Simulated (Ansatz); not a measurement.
`CC[SiH](O)[SiH3]` + silanol → `O[SiH]([SiH3])O[SiH3]` + ethane  (ligand exchange at the Si–C bond)

Calculated with Ansatz (gas phase, PBE0-D4/def2-TZVP geometries, no zero-point term in ΔE). CCSD(T)/CBS adds triple-zeta CCSD(T) − MP2 to the extrapolated MP2 energy (def2 sets, frozen cores). This one scheme is used for every species. DFT in def2-TZVPP. B3LYP here is the variant with VWN-RPA as its local correlation; programs differ in this. One conformer a species, not always the lowest.

Question: Is it downhill or uphill in electronic energy at CCSD(T)/CBS, and by how much? (An estimate is asked.)

Answer: The calculation gave: Downhill: ΔE = -31.0 kcal/mol.

Question: What do these levels give: PBE-D4, B3LYP-D4, SCS-MP2/def2-TZVPP, HF/def2-QZVPP, SCS-MP2/def2-QZVPP, CCSD/CBS(def2)? (An estimate is asked.)

Answer: The calculation gave: PBE-D4 -28.3, B3LYP-D4 -32.1, SCS-MP2/def2-TZVPP -31.9, HF/def2-QZVPP -36.2, SCS-MP2/def2-QZVPP -32.1, CCSD/CBS(def2) -31.6 kcal/mol.

Largest T1 diagnostic among the species: 0.013.

In def2-TZVPP, CCSD(T) changes the Hartree–Fock value by +4.8 kcal/mol (the triples alone add +0.6 kcal/mol) and MP2 by +4.8 kcal/mol. From PBE to PBE0 (25 % exact exchange), in def2-TZVPP and without D4, ΔE moves by −1.0 kcal/mol.
